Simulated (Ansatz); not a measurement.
`C[SiH2][CH2][AlH][F]` at its PBE0-D4/def2-TZVP geometry, where that method's forces vanish. Total charge 0; spin multiplicity 1.

```xyz
13

C     0.0846    1.6618    0.8751
Si    1.0749    0.4283   -0.1272
C    -0.0525   -0.6988   -1.1073
Al   -1.2165   -1.8057   -0.0332
F    -0.7641   -3.3684    0.2592
H    -0.5737    1.1643    1.5927
H     0.7460    2.3264    1.4357
H    -0.5391    2.2798    0.2242
H     1.9087   -0.3972    0.7949
H     2.0071    1.1635   -1.0289
H    -0.6638   -0.0676   -1.7642
H     0.5653   -1.3452   -1.7405
H    -2.5770   -1.3414    0.6195
```

Question: What forces (eV/Å) does ωB97M-V/def2-TZVPP give on these atoms in Ansatz 0.2.0? (Best estimate.)

Answer: The calculation gave: 
```
C1  -0.017  0.023  0.014
Si2  0.163  0.001 -0.028
C3   0.000  0.000 -0.017
Al4 -0.158  0.155  0.036
F5   0.030 -0.092  0.013
H6   0.040  0.033 -0.045
H7  -0.051 -0.047 -0.038
H8   0.041 -0.042  0.046
H9  -0.089  0.081 -0.089
H10 -0.102 -0.077  0.100
H11  0.044 -0.043  0.039
H12 -0.044  0.052  0.040
H13  0.143 -0.044 -0.070
```
